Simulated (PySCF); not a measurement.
VF₄, SMILES [F][V+]([F])([F])[F], charge +1, multiplicity 1. Geometry optimised at B3LYP-D3(BJ)/def2-SVP. The multiplicity is an assumed one; other spin states were not compared. The isomer is the one that the SMILES or the coordinates give; other isomers of the formula were not compared.

The numbers are results of PySCF with B3LYP-D3(BJ)/def2-SVP, not measurements.

Harmonic wavenumbers (cm⁻¹): 233, 233, 254, 254, 254, 824, 951, 951, 951. Rotational constants (GHz): 3.695, 3.695, 3.695; symmetry number 12.

Question: Work out the zero-point energy and the ideal-gas rigid-rotor harmonic-oscillator thermochemistry at 298.15 K and 1 atm.

Answer: ZPE = ½ Σ hcν = ½ × 4902 cm⁻¹ = 7.01 kcal/mol. H − E(el) = 11.06 kcal/mol. Entropy in cal/(mol K): translation 40.43, rotation 21.32, vibration 9.36, total 71.11. G − E(el) = -10.15 kcal/mol. Cp = 18.72 cal/(mol K).
